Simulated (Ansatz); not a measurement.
```yaml
crystal:
  periodic: [false, false, false]
  atoms:
    - {symbol: Ag, position_ang: [1.341129, -1.401032, -0.544877]}
    - {symbol: Ag, position_ang: [0.807622, 0.986546, 0.688715]}
    - {symbol: Ag, position_ang: [0.213022, 0.492606, -1.941531]}
    - {symbol: Ag, position_ang: [-1.485663, 1.894450, -0.271057]}
    - {symbol: Ag, position_ang: [0.377996, -1.247060, 2.042593]}
    - {symbol: Ag, position_ang: [-1.254107, -0.725511, 0.026157]}
basis:
  gaussian: {orbitals: def2-TZVP}
total_charge: -1
magnetization: {spin_polarized: true, initial_magnetization: 1}
hamiltonian: {xc: {name: HSE06}, dispersion: d3bj}
scf: {omitted_lower_state_checks: [starts]}
```

```sh
$ ansatz run in.yaml --threads 4 --pin off --events-out ev --progress --plain --max-ram 8704MiB
```

Output, abridged:

```
Functional definition: HSE06
2340 factors; integrals over basis functions are off by at most 1.4e-4 eV
101 factors; integrals over basis functions are off by at most 8.8e-6 eV
mean field evaluation 1: about -24001.5574 eV, gradient 2.0e1 eV
mean field evaluation 2: about -23996.8719 eV, gradient 4.4e1 eV
mean field evaluation 4: about -24003.0962 eV, gradient 1.7e0 eV
mean field evaluation 8: about -24003.6234 eV, gradient 8.4e-1 eV
mean field evaluation 16: about -24003.6258 eV, gradient 1.6e-3 eV
mean field -24003.62581039 eV, -882.1169782898 hartree, gradient 4.5e-5 eV, S^2 0.756678; 0 other end points of the search recorded, 0 dependent functions left out
reference -24003.62584767 eV, -882.1169796600 hartree; 58, 57 occupied and 182, 183 virtual orbitals, 2340 factors
Total energy: -24004.16054737 eV, -882.1366295113 hartree
Checks for a lower state left out: starts
```

Run time 43 s (4 threads of Arm Neoverse N1 on a shared host), peak host memory 1.6 GiB.

In the def2 sets Ag takes a core potential; there is no spin–orbit coupling. HSE06 is defined as in plane-wave codes, on full-range PBE exchange. The highest occupied level of an anion often lies above zero with these methods, and sets without diffuse functions describe the outer electron poorly.
